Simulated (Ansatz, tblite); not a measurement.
Forces on B₁₆P₁₆H₃₆, a nanocrystal cut from zinc blende BP (hydrogen-capped) at its r2SCAN-D4/def2-SVP geometry. Charge 0, multiplicity 1.

The xTB rows come from tblite. Single mean-field runs in def2-SVP are fitted with def2-universal-jkfit.

GFN2-xTB (tblite), largest force 0.55 eV/Å:

```xyz
68
positions Å, forces eV/Å
B     2.830    1.693    0.884    0.216    0.140    0.116
B    -0.095    2.318    2.285   -0.046    0.235    0.133
B     1.544    2.253   -2.048    0.085    0.197   -0.185
B    -1.382    2.876   -0.650   -0.094    0.256    0.022
B    -1.471    0.140    4.272    0.039    0.053    0.153
B     1.405   -0.505    2.894    0.138   -0.112    0.208
B     0.173    0.079   -0.061    0.049    0.022   -0.018
B     1.618   -2.768    0.567    0.147   -0.198    0.120
B    -1.202   -2.091    1.924    0.100   -0.119    0.125
B     3.042   -0.568   -1.442    0.238   -0.091   -0.122
B     0.331   -2.210   -2.369   -0.012   -0.129   -0.242
B    -2.695    0.719    1.318   -0.060    0.181    0.060
B    -4.041    1.255   -1.592   -0.075    0.103   -0.107
B    -2.483   -1.534   -0.998   -0.038   -0.061   -0.187
B    -1.168    0.612   -2.977   -0.068   -0.023   -0.265
B    -1.045   -4.382   -0.376    0.058   -0.147   -0.053
P     3.040    0.409    2.362   -0.282    0.130   -0.119
P     0.207    0.888    3.608   -0.175   -0.140   -0.216
P     1.669    2.990    1.805   -0.039   -0.330   -0.020
P     0.264    3.600   -1.397   -0.056   -0.323   -0.063
P     1.882    0.857   -0.661    0.171    0.078   -0.060
P    -0.977    1.503    0.714   -0.196   -0.026    0.082
P     0.460    1.531   -3.525   -0.091    0.047    0.317
P    -2.312    1.981   -2.140    0.015   -0.221    0.218
P     3.272   -2.060   -0.178   -0.279    0.098   -0.153
P    -2.278   -0.634    2.671    0.076    0.051    0.055
P     0.517   -1.309    1.321   -0.149   -0.118    0.102
P    -0.765   -0.752   -1.604   -0.189   -0.099    0.005
P     0.624   -3.544   -0.948   -0.207    0.194    0.127
P    -2.066   -2.887    0.356    0.084   -0.045   -0.047
P     2.095   -1.549   -2.862   -0.069    0.006    0.326
P    -3.558   -0.079   -0.249    0.021    0.076   -0.072
H     3.893    2.190    0.571   -0.489   -0.238    0.101
H    -0.779    3.207    2.751    0.311   -0.363   -0.217
H     2.565    2.768   -2.456   -0.441   -0.259    0.212
H    -2.065    3.763   -0.180    0.320   -0.366   -0.198
H    -2.151    1.059    4.690    0.281   -0.469   -0.095
H    -1.198   -0.734    5.075   -0.198    0.431   -0.287
H     1.641   -1.349    3.735   -0.073    0.362   -0.373
H     1.855   -3.610    1.410   -0.075    0.376   -0.358
H    -0.958   -2.933    2.766   -0.103    0.333   -0.333
H     4.112   -0.144   -1.830   -0.497   -0.153    0.189
H    -0.223   -2.708   -3.328    0.256    0.232    0.395
H    -3.373    1.614    1.785    0.264   -0.359   -0.184
H    -4.681    2.158   -1.084    0.196   -0.432   -0.286
H    -4.546    0.718   -2.562    0.129    0.290    0.455
H    -3.030   -2.033   -1.964    0.212    0.195    0.386
H    -1.718    0.110   -3.936    0.264    0.215    0.400
H    -0.779   -5.185    0.501   -0.183    0.283   -0.440
H    -1.597   -4.830   -1.365    0.227    0.104    0.495
H     3.552    1.145    3.464   -0.010   -0.267   -0.318
H     4.160   -0.431    2.156   -0.185    0.355    0.267
H     0.910    1.495    4.689   -0.023   -0.052   -0.182
H     2.362    3.385    2.982   -0.164    0.024   -0.381
H     1.679    4.244    1.148    0.131   -0.241    0.395
H     0.908    4.577   -0.601   -0.224   -0.086   -0.418
H    -0.044    4.432   -2.508    0.161   -0.118    0.365
H     0.124    2.635   -4.354    0.184   -0.352    0.124
H     1.264    0.831   -4.457   -0.269    0.391    0.074
H    -2.519    2.983   -3.133    0.107   -0.108    0.115
H     4.288   -1.780    0.767   -0.126   -0.271   -0.377
H     3.950   -3.088   -0.889   -0.064    0.308    0.273
H    -3.519   -1.210    3.060    0.285    0.125   -0.123
H     1.478   -4.538   -1.511   -0.045    0.178    0.053
H    -3.313   -3.404    0.804    0.283    0.152   -0.095
H     2.156   -0.854   -4.094    0.146   -0.389    0.242
H     2.929   -2.643   -3.219   -0.197    0.365   -0.030
H    -4.766   -0.669    0.214    0.300    0.119   -0.088
```

r2SCAN-D4/def2-SVP (Ansatz), largest force 0.02 eV/Å:

```
B 0.007 0.001 -0.015
B -0.016 -0.014 -0.003
B 0.016 -0.003 0.004
B -0.011 -0.017 0.010
B -0.009 -0.005 0.000
B -0.021 -0.007 -0.005
B -0.015 -0.007 0.005
B -0.021 0.002 0.006
B 0.002 0.005 -0.005
B 0.006 0.015 0.001
B -0.018 0.002 0.012
B 0.006 -0.003 -0.003
B -0.007 -0.006 0.005
B 0.005 0.003 0.003
B -0.012 -0.011 0.015
B -0.009 -0.001 0.004
P -0.014 0.001 0.007
P 0.010 0.005 -0.001
P -0.008 -0.009 0.010
P -0.014 -0.007 -0.003
P 0.009 0.003 -0.003
P -0.011 0.001 0.005
P -0.015 0.001 0.006
P 0.008 0.006 -0.004
P -0.012 -0.008 -0.002
P 0.001 -0.001 -0.007
P -0.006 -0.008 0.007
P -0.011 -0.006 -0.002
P 0.010 0.001 -0.004
P -0.001 0.007 0.001
P -0.008 -0.010 0.007
P 0.005 -0.004 0.004
H -0.002 -0.001 0.001
H 0.010 0.002 -0.004
H -0.003 -0.001 0.001
H 0.010 0.002 -0.004
H 0.007 0.000 -0.005
H 0.005 0.004 -0.005
H 0.008 0.006 -0.005
H 0.008 0.006 -0.005
H 0.007 0.000 0.001
H -0.003 -0.001 0.001
H 0.010 0.005 -0.001
H 0.004 0.006 0.000
H 0.008 0.000 -0.002
H 0.008 0.003 0.001
H 0.004 0.001 -0.006
H 0.009 0.005 -0.001
H 0.005 0.006 -0.004
H 0.007 0.005 0.000
H -0.003 0.019 0.010
H 0.009 -0.005 -0.006
H 0.008 0.004 0.001
H 0.012 -0.008 0.015
H 0.002 0.008 -0.009
H 0.009 0.005 0.007
H -0.005 -0.002 -0.021
H -0.006 0.020 0.001
H 0.009 -0.006 -0.004
H 0.005 0.006 -0.005
H 0.007 0.007 0.006
H 0.000 -0.009 -0.019
H -0.006 -0.004 -0.005
H 0.008 0.000 -0.004
H -0.007 0.004 0.004
H 0.002 0.009 -0.008
H 0.012 -0.015 0.009
H -0.002 -0.006 0.006
```

PBE0-D4/def2-SVP (Ansatz), largest force 0.11 eV/Å:

```
B -0.089 -0.050 -0.013
B 0.003 -0.099 -0.050
B -0.059 -0.063 0.056
B 0.025 -0.109 0.000
B 0.021 -0.006 -0.082
B -0.070 0.035 -0.080
B -0.022 -0.010 0.007
B -0.073 0.074 -0.039
B 0.015 0.072 -0.069
B -0.094 0.003 0.042
B -0.012 0.048 0.100
B 0.078 -0.046 -0.044
B 0.073 -0.029 0.034
B 0.069 0.049 0.055
B 0.014 -0.001 0.111
B 0.013 0.083 0.010
P -0.073 0.034 -0.037
P 0.029 -0.007 -0.105
P -0.008 -0.087 -0.011
P -0.010 -0.086 -0.015
P -0.052 -0.024 0.019
P 0.037 -0.059 -0.028
P -0.019 0.011 0.086
P 0.094 -0.035 0.044
P -0.072 0.032 -0.040
P 0.054 0.010 -0.085
P -0.022 0.051 -0.051
P 0.029 0.029 0.064
P 0.018 0.106 0.013
P 0.046 0.090 -0.003
P -0.017 0.007 0.086
P 0.100 -0.009 0.018
H -0.021 -0.010 0.007
H 0.027 -0.013 -0.013
H -0.021 -0.010 0.008
H 0.026 -0.013 -0.015
H 0.009 -0.007 -0.009
H 0.001 0.008 -0.011
H 0.008 0.023 -0.021
H 0.007 0.023 -0.022
H 0.001 0.018 -0.017
H -0.021 -0.009 0.007
H 0.024 0.015 0.016
H 0.018 -0.013 -0.010
H 0.011 -0.008 -0.004
H 0.010 0.004 0.009
H 0.015 0.011 0.015
H 0.023 0.016 0.015
H 0.001 0.012 -0.008
H 0.008 0.009 0.008
H -0.028 -0.002 -0.022
H -0.041 0.003 -0.021
H -0.020 -0.019 -0.040
H -0.014 -0.029 -0.017
H -0.018 -0.041 -0.011
H -0.010 -0.045 0.007
H -0.002 -0.035 0.011
H -0.004 -0.013 0.033
H -0.014 -0.010 0.043
H 0.013 -0.033 0.034
H -0.043 0.017 -0.006
H -0.030 0.020 0.000
H 0.039 0.016 -0.021
H -0.025 0.038 0.018
H 0.039 0.025 -0.012
H -0.023 0.008 0.039
H -0.018 0.014 0.028
H 0.045 0.014 -0.010
```
